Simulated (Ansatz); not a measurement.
`C[SiH](F)I`, 8 atoms. Total charge 0; spin multiplicity 1. Correlated methods freeze the filled d shell of I. I: def2 effective core potential. All runs use 4 threads of a server CPU on a shared host. Correlated methods freeze the cores. Open-shell runs search over several starts.

(1) How many basis functions does each run have, and how long does it take in Ansatz? UHF-MP2/def2-QZVPP energy of the cation; UKS B3LYP-D4/def2-TZVPP energy of the cation; RKS PBE0-D4/def2-SVP energy; RHF-CCSD(T)/def2-TZVPP energy; RKS ωB97X-V/def2-TZVPP energy; direct RPA on PBE orbitals/def2-TZVPP energy; RKS B3LYP-D4/def2-TZVPP energy and forces; RHF-MP2/def2-QZVPP energy; UKS ωB97X-V/def2-TZVPP energy of the cation; RKS BHLYP-D4/def2-TZVPP energy; UKS r2SCAN-D4/def2-TZVPP energy of the cation; UKS ωB97M-V/def2-TZVPP energy of the cation. (Estimate.)

Results:

(1) Computed: Other jobs shared the machine, so times are rough.

```
                                level                   job  functions  wall time  peak host memory (GiB)
                 RKS PBE0-D4/def2-SVP                energy         92     0.95 s                    0.18
              RKS BHLYP-D4/def2-TZVPP                energy        210      2.4 s                    0.51
              RKS B3LYP-D4/def2-TZVPP     energy and forces        210      3.4 s                    0.54
direct RPA on PBE orbitals/def2-TZVPP                energy        210      3.5 s                    0.46
               RKS ωB97X-V/def2-TZVPP                energy        210        6 s                     0.6
                   RHF-MP2/def2-QZVPP                energy        386       11 s                     1.8
              UKS B3LYP-D4/def2-TZVPP  energy of the cation        210       13 s                    0.98
             UKS r2SCAN-D4/def2-TZVPP  energy of the cation        210       14 s                    0.61
               UKS ωB97X-V/def2-TZVPP  energy of the cation        210       32 s                     1.2
               UKS ωB97M-V/def2-TZVPP  energy of the cation        210       42 s                     1.3
               RHF-CCSD(T)/def2-TZVPP                energy        210       43 s                     2.8
                   UHF-MP2/def2-QZVPP  energy of the cation        386       74 s                     1.9
```

B3LYP here is the variant with VWN-RPA as its local correlation; programs differ in this.
